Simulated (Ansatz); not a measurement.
Ansatz results at the PBE0-D4/def2-TZVP geometry: LUMO energy (B3LYP/def2-TZVPP) -1.59 eV; HOMO energy (PBE/def2-TZVPP) -7.22 eV; LUMO energy (ωB97M-V/def2-TZVPP) 0.43 eV.

Each molecule was computed in one conformer, which needn't be the lowest.

Question: Which molecule gave them?
A. `[CH3][Ga]([Cl])[N]=C=O`
B. `N#[C][GaH][Cl]`
C. `C[CH](C)[Ga]([Cl])[O][SiH3]`
D. `[OH][Ga]([Cl])[Cl]`

Answer: A. The others give `N#[C][GaH][Cl]`: -2.93, -7.98, -0.85; `C[CH](C)[Ga]([Cl])[O][SiH3]`: -1.17, -6.93, 0.75; `[OH][Ga]([Cl])[Cl]`: -1.91, -7.90, 0.37.

B3LYP here is the variant with VWN-RPA as its local correlation; programs differ in this.
